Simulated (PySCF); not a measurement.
InF2, SMILES [F][In+][F], charge +1.

Geometry: PBE0-D3(BJ)/def2-TZVP. The multiplicity is an assumed one; other spin states were not compared. The isomer is the one that the SMILES or the coordinates give; other isomers of the formula were not compared. The def2 effective core potentials stand for the cores of In; spin–orbit coupling is left out.

All values below come from TDA-M06-2X/def2-SVPD in PySCF.

Vertical excitations; the highest root listed may be one member of a degenerate set. Gas-phase values at a fixed geometry. State labels are in the subgroup D2h.

```json
[
 {"state": "S1", "symmetry": "B3g", "energy (eV)": "5.90", "λ (nm)": "210", "f": "0.000", "main pairs": "HOMO→LUMO (degenerate set)"},
 {"state": "S2", "symmetry": "B2g", "energy (eV)": "5.90", "λ (nm)": "210", "f": "0.000", "main pairs": "HOMO−1→LUMO (degenerate set)"},
 {"state": "S3", "symmetry": "B3u", "energy (eV)": "6.46", "λ (nm)": "192", "f": "0.026", "main pairs": "HOMO−2→LUMO (degenerate set)"},
 {"state": "S4", "symmetry": "B2u", "energy (eV)": "6.46", "λ (nm)": "192", "f": "0.026", "main pairs": "HOMO−3→LUMO (degenerate set)"},
 {"state": "S5", "symmetry": "B1u", "energy (eV)": "8.14", "λ (nm)": "152", "f": "0.187", "main pairs": "HOMO−4→LUMO 65 %, HOMO−1→LUMO+2 16 %, HOMO→LUMO+1 16 %"},
 {"state": "S6", "symmetry": "Ag", "energy (eV)": "8.70", "λ (nm)": "142", "f": "0.000", "main pairs": "HOMO−5→LUMO 71 %, HOMO−2→LUMO+2 13 %, HOMO−3→LUMO+1 13 %"},
 {"state": "S7", "symmetry": "Au", "energy (eV)": "9.23", "λ (nm)": "134", "f": "0.000", "main pairs": "HOMO→LUMO+2 49 %, HOMO−1→LUMO+1 49 %"},
 {"state": "S8", "symmetry": "Au", "energy (eV)": "9.29", "λ (nm)": "133", "f": "0.000", "main pairs": "HOMO−1→LUMO+1, HOMO→LUMO+2 (degenerate set)"},
 {"state": "S9", "symmetry": "B1u", "energy (eV)": "9.29", "λ (nm)": "133", "f": "0.000", "main pairs": "HOMO→LUMO+1, HOMO−1→LUMO+2 (degenerate set)"},
 {"state": "S10", "symmetry": "B1g", "energy (eV)": "9.69", "λ (nm)": "128", "f": "0.000", "main pairs": "HOMO−3→LUMO+2 49 %, HOMO−2→LUMO+1 49 %"},
 {"state": "T1", "symmetry": "B2g", "energy (eV)": "5.43", "λ (nm)": "228", "f": "0", "main pairs": "HOMO−1→LUMO (degenerate set)"},
 {"state": "T2", "symmetry": "B3g", "energy (eV)": "5.43", "λ (nm)": "228", "f": "0", "main pairs": "HOMO→LUMO (degenerate set)"},
 {"state": "T3", "symmetry": "B3u", "energy (eV)": "5.92", "λ (nm)": "210", "f": "0", "main pairs": "HOMO−2→LUMO (degenerate set)"},
 {"state": "T4", "symmetry": "B2u", "energy (eV)": "5.92", "λ (nm)": "210", "f": "0", "main pairs": "HOMO−3→LUMO (degenerate set)"}
]
```
Triplets are in the Tamm–Dancoff approximation.
